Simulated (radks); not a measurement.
The numbers below are computed, except where a source is named.
Problem. These are the eigenvalues of the occupied orbitals of an atom or ion with whole-number occupations (Ry). Code: a radial shooting solver on a logarithmic mesh with Libxc functionals. Model: Dirac Kohn-Sham, PBE, spin-unpolarised, spherical densities, point nucleus.

| orbital | eigenvalue |
|---|---|
| 1s1/2 | -2526.054 |
| 2s1/2 | -394.3125 |
| 2p1/2 | -370.5389 |
| 2p3/2 | -346.6782 |
| 3s1/2 | -81.89874 |
| 3p1/2 | -72.02127 |
| 3p3/2 | -67.48905 |
| 3d3/2 | -50.11693 |
| 3d5/2 | -49.15913 |
| 4s1/2 | -16.05109 |
| 4p1/2 | -12.55422 |
| 4p3/2 | -11.64991 |
| 4d3/2 | -5.99391 |
| 4d5/2 | -5.84752 |
| 5s1/2 | -2.87693 |
| 5p1/2 | -2.02677 |
| 5p3/2 | -1.91406 |

Which element is it, and in what charge state? The configuration may be excited. Open shells, if any, fill j = l - 1/2 first.

Solution. Z = 54, xenon, charge +2: Xe2+ in [Kr] 4d10 5s2 5p4. The list shows which subshells hold electrons but not how many an open one holds; the 1s level, -1263 hartree, gives Z - s = 50.3 by -(Z - s)^2/2, which with screening and relativity narrows Z to a few neighbours, and the depths of the outer levels then fix element, charge and occupations together.
